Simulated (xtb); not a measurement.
C2H6ClNSi2, SMILES C(#C[SiH2]Cl)[SiH2]N. All values are semi-empirical tight-binding results from xtb (GFN2-xTB unless named), good for trends rather than for accurate numbers. The structure is a stationary point at GFN2-xTB. The structure was generated by enumeration, and PubChem lists no compound with its InChIKey, so it may never have been made. The values are those of a single conformer.

Optimised geometry:

Bonded distances (Å): Si1–Cl2 2.029, Si1–C3 1.846, Si1–H7 1.461, Si1–H8 1.461, C3–C4 1.212, C4–Si5 1.865, Si5–N6 1.723, Si5–H9 1.463, Si5–H10 1.463, N6–H11 1.007, N6–H12 1.007. Angles (°): Cl2–Si1–C3 107.9, Cl2–Si1–H7 108.2, Cl2–Si1–H8 108.2, C3–Si1–H7 109.9, C3–Si1–H8 109.9, H7–Si1–H8 112.6, Si1–C3–C4 179.3, C3–C4–Si5 177.7, C4–Si5–N6 114.3, C4–Si5–H9 107.6, C4–Si5–H10 107.6, N6–Si5–H9 106.0, N6–Si5–H10 106.0, H9–Si5–H10 115.6, Si5–N6–H11 119.1, Si5–N6–H12 119.0, H11–N6–H12 109.5.

Q: Estimate the properties. (An estimate is asked for; the answer gives what the named calculation found.)

A: 
* **point group as xtb finds it**: Cs
* **orbital gap**: 4.11 eV
* **dipole moment**: 0.94 D
* **zero-point energy**: 43.1 kcal/mol
* **G − E(el) at 298.15 K (modified RRHO)**: 20.3 kcal/mol
* **static polarisability (D4 model)**: 99.5 bohr³
* **solvation energy, GFN2-xTB/ALPB(water)**: -2.4 kcal/mol
* **solvation energy, GFN2-xTB/ALPB(benzene)**: -5.0 kcal/mol

Q: Give the atomic charges and the Wiberg bond orders between heavy atoms. (An estimate is asked for; the answer gives what the named calculation found.)

A: charges (e) Si1 0.50, Cl2 -0.28, C3 -0.12, C4 -0.12, Si5 0.48, N6 -0.41, H7 -0.07, H8 -0.07, H9 -0.09, H10 -0.09, H11 0.15, H12 0.15. Bond orders Si1–Cl2 1.05, Si1–C3 0.95, C3–C4 2.84, C4–Si5 0.89, Si5–N6 1.14.
